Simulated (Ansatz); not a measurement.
CH5AlOS, SMILES `C[S][AlH][OH]`. The species carries charge 0 and has multiplicity 1. The structure was optimised at the PBE0-D4/def2-TZVP level. It is one conformer, not always the lowest.

```xyz
9

C     0.013   -0.242   -1.759
S     1.162   -0.140   -0.346
Al   -0.246    0.195    1.274
O     0.290    0.369    2.867
H    -1.025   -0.128   -1.447
H     0.259    0.547   -2.469
H     0.135   -1.212   -2.240
H    -1.790    0.279    0.974
H     1.203    0.333    3.145
```

Q: What is the dipole moment at ωB97M-V/def2-TZVPP? (An estimate is asked.)

A: The calculation gave: 0.92 D, with components (0.08, -0.13, -0.91) D in this frame, pointing from negative to positive charge.

Q: And with PBE, r2SCAN, B3LYP? (Estimate.)

A: The calculation gave: PBE 0.96 D, r2SCAN 0.99 D, B3LYP 0.98 D.

Q: Give the Mulliken charges with ωB97M-V, B3LYP, r2SCAN in def2-TZVPP. (Estimate.)

A: Ansatz gave: 
| atom | ωB97M-V | B3LYP | r2SCAN |
| --- | --- | --- | --- |
| C1 | -0.32 | -0.25 | -0.13 |
| S2 | -0.21 | -0.24 | -0.27 |
| Al3 | 0.47 | 0.51 | 0.54 |
| O4 | -0.39 | -0.40 | -0.43 |
| H5 | 0.13 | 0.11 | 0.08 |
| H6 | 0.14 | 0.12 | 0.08 |
| H7 | 0.14 | 0.12 | 0.08 |
| H8 | -0.12 | -0.14 | -0.16 |
| H9 | 0.16 | 0.17 | 0.19 |

B3LYP here is the variant with VWN-RPA as its local correlation; programs differ in this.
